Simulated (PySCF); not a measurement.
Fractional electron number in Ir- (iridium, charge -1)

The 5d beta orbital of [Xe] 4f14 5d8 6s2 is emptied in steps (occupation f), with all orbitals relaxed, ending at [Xe] 4f14 5d7 6s2. Calculation: PySCF 2.14, in aug-cc-pVDZ-PP with ECP60MDF (5s5p4d2f, 54 functions); scalar relativity through the core potential. The exact energy is a straight line in f; departures are measured from the line between the end points of the same method.

```json
{"f": "1", "LDA (eV)": "0.000", "PBE (eV)": "0.000"}
{"f": "0.9", "LDA (eV)": "-0.337", "PBE (eV)": "-0.325"}
{"f": "0.7", "LDA (eV)": "-0.805", "PBE (eV)": "-0.777"}
{"f": "0.5", "LDA (eV)": "-0.976", "PBE (eV)": "-0.946"}
{"f": "0.3", "LDA (eV)": "-0.830", "PBE (eV)": "-0.809"}
{"f": "0.1", "LDA (eV)": "-0.356", "PBE (eV)": "-0.351"}
{"f": "0", "LDA (eV)": "0.000", "PBE (eV)": "0.000"}
```

| method | E(f=0) − E(f=1) (eV) | −ε at f=1 (eV) | −ε at f=0.5 (eV) |
| --- | --- | --- | --- |
| LDA | 2.316 | -1.375 | 2.239 |
| PBE | 2.153 | -1.406 | 2.059 |

Orbital energy along the path (eV):

| f | LDA | PBE |
| --- | --- | --- |
| 1 | 1.375 | 1.406 |
| 0.9 | 0.721 | 0.778 |
| 0.7 | -0.696 | -0.581 |
| 0.5 | -2.239 | -2.059 |
| 0.3 | -3.867 | -3.629 |
| 0.1 | -5.489 | -5.257 |
| 0 | -6.250 | -6.069 |

At f = 1 the orbital energy is positive for LDA, PBE: only the finite basis holds the electron.

Reference removal energy between the ground levels: 1.564 eV (measured; photodetachment measurements, as compiled on the Wikipedia data page of electron affinities). The calculation has no spin-orbit coupling. The determinant left behind need not be the lowest term of the ion.
